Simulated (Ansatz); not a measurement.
The first iterations of a band of AlH₆NOS (10 atoms, charge 0, multiplicity 1).

Computed with RKS PBE-D4/6-31G* (Ansatz 0.2.0).

```yaml
movable_images: 7
climbing_image: yes
spring: 5.0 eV/Å²
optimiser: quadratic models (default)
start_path: through a guess of the saddle point
force_threshold: 0.03 eV/Å
iteration_limit: 60
end_points: relaxed
```

Initial state:

```xyz
10
Properties=species:S:1:pos:R:3
Al -0.075 0.247 0.096
O -0.270 -0.310 1.763
H -0.405 -1.269 1.875
N 1.519 -0.031 -0.695
H 2.382 -0.318 -0.235
H 1.655 0.020 -1.705
H -1.331 0.448 -0.880
S -0.040 2.611 1.250
H 1.304 2.652 1.448
H -0.251 1.822 2.344
```

Final state:

```xyz
10
Properties=species:S:1:pos:R:3
Al 0.048 0.581 0.057
O -0.127 -0.236 1.947
H -1.015 -0.646 2.031
N 1.607 0.108 -0.700
H 1.697 -0.679 -1.341
H 2.508 0.564 -0.574
H -1.331 -0.001 -0.520
S -0.037 2.667 0.974
H 1.307 2.890 0.943
H -0.169 0.623 2.444
```

| iteration | highest image above the first end (eV) | largest band force component (eV/Å) |
| --- | --- | --- |
| 1 | 3.447 | 9.534 |
| 2 | 0.825 | 3.456 |
| 3 | 0.345 | 1.144 |
| 4 | 0.182 | 0.604 |
| 5 | 0.150 | 0.754 |
| 6 | 0.128 | 0.610 |
| 7 | 0.118 | 0.529 |

Does the band converge within its limit, and where does its top end?

It converged. It ended after 23 iterations with the highest image 0.081 eV above the first end. The profile has 2 maxima (images 3, 5) with wells between them (image 4): this band takes more than one step, which may be the mechanism or a detour left from its start path. A vibrational analysis at the climbing image gives one clearly imaginary mode, 534i cm⁻¹: a first-order saddle point. The orbitals stay closed-shell, which can raise the energy where a bond breaks towards radicals; this wasn't checked here.

The run took 7.7 min on 1 thread of Arm Neoverse V1, with other jobs on the host, peak memory 0.12 GiB.
